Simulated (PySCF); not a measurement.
# C₆ coefficients of unlike pairs at B3LYP

Calculated with PySCF 2.14 from the dipole response of each species, C₆(A,B) = (3/π) ∫ α_A(iu) α_B(iu) du, in atomic units, from isotropic polarisabilities. For ions this is the dispersion term alone; charge-induced terms of lower order in 1/R come first.

| species | configuration | basis | relativity | α (bohr³) | C₆ (like pair) |
| --- | --- | --- | --- | --- | --- |
| He | 1s2 (1S) | aug-cc-pVQZ with one added diffuse shell each of s, p, d, f type (6s5p4d3f) | none | 1.505 | 1.623 |
| Pd | [Kr] 4d10 (1S) | aug-cc-pVTZ-PP with one added diffuse shell each of s, p, d, f, g type with ECP28MDF (7s7p6d4f3g) | core potential | 27.82 | 200.6 |
| Sn³⁺ | [Kr] 4d10 5s1 (2S) | aug-cc-pVQZ-DK3 (9s8p6d3f2g) | spin-free X2C | 8.909 | 32.73 |
| F⁺ | [He] 2s2 2p4 (3P) | aug-cc-pCVTZ-DK (7s6p4d2f) | spin-free X2C | 1.830 | 3.434 |

(1) Estimate C₆ for Sn³⁺ with He.

No spin-orbit coupling is included.

The other pairs:

```json
{"pair": "Sn³⁺, Pd", "C₆": "79.99"}
{"pair": "F⁺, Pd", "C₆": "23.46"}
{"pair": "F⁺, Sn³⁺", "C₆": "10.07"}
{"pair": "F⁺, He", "C₆": "2.320"}
{"pair": "Pd, He", "C₆": "17.08"}
```

## Answers

(1) The integral gives 7.155. The combination rule 2 C_A C_B / (C_A α_B/α_A + C_B α_A/α_B) gives 7.018 and the geometric mean 7.287.
